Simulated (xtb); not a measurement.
C3H9Sb, SMILES [CH3][Sb]([CH3])[CH3]. All values are semi-empirical tight-binding results from xtb (GFN2-xTB unless named), good for trends rather than for accurate numbers. Geometry optimised at GFN2-xTB. The isomer is the one that the SMILES or the coordinates give; other isomers of the formula were not compared.

For metal compounds this method's bond lengths and energies can be far off.

Computed properties:
point group as xtb finds it: C3v
orbital gap: 5.11 eV
zero-point energy: 67.1 kcal/mol
G − E(el) at 298.15 K (modified RRHO): 47.0 kcal/mol
